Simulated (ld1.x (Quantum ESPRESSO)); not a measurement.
antimony (Sb), PAW: configuration errors across variants

Sb (Z = 51), PAW, made with ld1.x (Quantum ESPRESSO) 7.5 (LDA (PZ), scalar-relativistic). Core [Kr] 4d10, reference 5s2 5p3. Waves: 5s (bound): rcut 1.75, rcutus 1.90 bohr; 5s channel at 0.9 Ry: rcut 1.75, rcutus 1.90 bohr; 5p (bound): rcut 1.85, rcutus 2.30 bohr; 5p channel at 0.05 Ry: rcut 1.85, rcutus 2.30 bohr; 5d channel at 0.3 Ry: rcut 1.85, rcutus 2.40 bohr; 5d channel at 1.6 Ry: rcut 1.85, rcutus 2.40 bohr. Local part: all-electron potential smoothed inside 1.45 bohr (lloc = -1). Core correction: Bessel-smoothed model core, default radius (core density twice the valence density). Augmentation charge: PSQ, inside the norm-conserving radii.

All-electron excitation energies from the reference (eV): (1) 5s2 5p2 8.521; (2) 5s2 5p1 24.774; (3) 5s2 5p0 49.559; (4) 5s1 5p4 8.209; (5) 5s1 5p0 94.375; (6) 5s1 5p3 17.339; (7) 5s0 5p5 16.646; (8) 5s2 5p3 spin -1.092; (9) 5s2 5p2 spin 7.930.

Spin tests fill each open shell by Hund’s rule, majority spin first.

The overlap operator is not positive definite (basis up to 400 Ry) in “waves 5d channel at 0.3 Ry: rcut 1.85, rcutus 3.70 bohr; 5d channel at 1.6 Ry: rcut 1.85, rcutus 3.70 bohr”, “waves 5p (bound): rcut 1.85, rcutus 3.46 bohr; 5p channel at 0.05 Ry: rcut 1.85, rcutus 3.46 bohr”. Such files are unfit for use, however small their errors in these radial tests.

2 further variants failed, have other tests or another functional or relativity, and are left out.

A true bound ghost makes a file unfit for plane-wave use even where its test errors are small: the radial tests pick states by their node count and pass the ghost by.

Errors AE − PS in meV (a dash: test not solved or not reliable):

| change | (1) | (2) | (3) | (4) | (5) | (6) | (7) | (8) | (9) | bound ghosts |
| --- | --- | --- | --- | --- | --- | --- | --- | --- | --- | --- |
| base | -8.4 | -54 | -196 | -9.8 | -667 | -33 | -37 | -9.2 | -15 | s, d |
| waves 5d channel at 0.3 Ry: rcut 1.85, rcutus 3.70 bohr; 5d channel at 1.6 Ry: rcut 1.85, rcutus 3.70 bohr | -8.4 | -54 | -196 | -9.8 | -667 | -33 | -37 | -9.2 | -15 | s (d not tested, overlap not positive) |
| wave 5d channel at 0.3 Ry: rcut 1.85, rcutus 2.40 bohr becomes 5d channel at 0.23 Ry: rcut 1.85, rcutus 2.40 bohr | -8.4 | -54 | -196 | -9.8 | -667 | -33 | -37 | -9.2 | -15 | s, d |
| removed wave 5d channel at 1.6 Ry: rcut 1.85, rcutus 2.40 bohr | -8.4 | -54 | -196 | -9.8 | -667 | -33 | -37 | -9.2 | -15 | s |
| type TM; waves now 5p (bound): rc 2.30 bohr; 5d channel at 0.3 Ry: rc 2.40 bohr; 5s (bound): rc 1.90 bohr; local potential the s channel | -5.6 | -36 | -132 | -11 | -464 | -25 | -43 | -0.7 | -7.3 | none |
| waves 5p (bound): rcut 1.85, rcutus 3.46 bohr; 5p channel at 0.05 Ry: rcut 1.85, rcutus 3.46 bohr | -8.5 | -55 | -195 | -11 | -666 | -35 | -44 | -9.4 | -15 | s, d (p not tested, overlap not positive) |

Give the same row for: local potential all-electron potential smoothed inside 1.65 bohr (lloc = -2).

-8.4, -54, -195, -9.9, -664, -33, -38, -9.1, -15; bound ghosts: d.
